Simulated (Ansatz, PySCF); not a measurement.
Process, species as SMILES: OCO → [O]CO + H atom (the H-O bond at the site shown breaks; other sites are not compared here)
Each molecule is optimised on its own at B3LYP-D3(BJ)/def2-TZVP (Ansatz, a quantum-chemistry and plane-wave program), one conformer each, not searched for the lowest.
Geometry of the first species:
```
C
H 1 1.0928
H 1 1.0928 2 109.93
O 1 1.4063 2 105.14 3 120.65
H 4 0.9650 1 108.19 2 -176.05
O 1 1.4063 2 111.93 3 -116.46
H 6 0.9650 1 108.19 2 -56.73
```
Charge 0, spin multiplicity 1.

Property: bond dissociation energy (enthalpy at 298 K, with B3LYP-D3(BJ) rigid-rotor harmonic-oscillator terms from PySCF), in kcal/mol. Cores are frozen in the correlated levels unless marked. Open shells are spin-unrestricted. Spin-orbit coupling is left out. No relativistic terms. Basis-set limits of correlation are two-point, X^-3; Hartree-Fock from the larger set. [CCSD(T)-MP2]/basis is that difference in the basis named.

```csv
level,program,bond dissociation energy (kcal/mol)
revPBE-D4/def2-TZVPD,Ansatz + dftd4,93.6
TPSS/def2-TZVPD,PySCF,___
PBE0/def2-TZVPD,Ansatz,___
B2GP-PLYP-D3(BJ)/def2-TZVPD,Ansatz + dftd3,102.1
B2GP-PLYP/def2-TZVPD,Ansatz,102.0
"RI-MP2/CBS(cc-pVTZ,cc-pVQZ)+[CCSD(T)-MP2]/cc-pVTZ",Ansatz,106.6
```

Question: Fill in the missing entries.

Answer: 
- TPSS/def2-TZVPD, bond dissociation energy (kcal/mol): 96.2
- PBE0/def2-TZVPD, bond dissociation energy (kcal/mol): 97.4
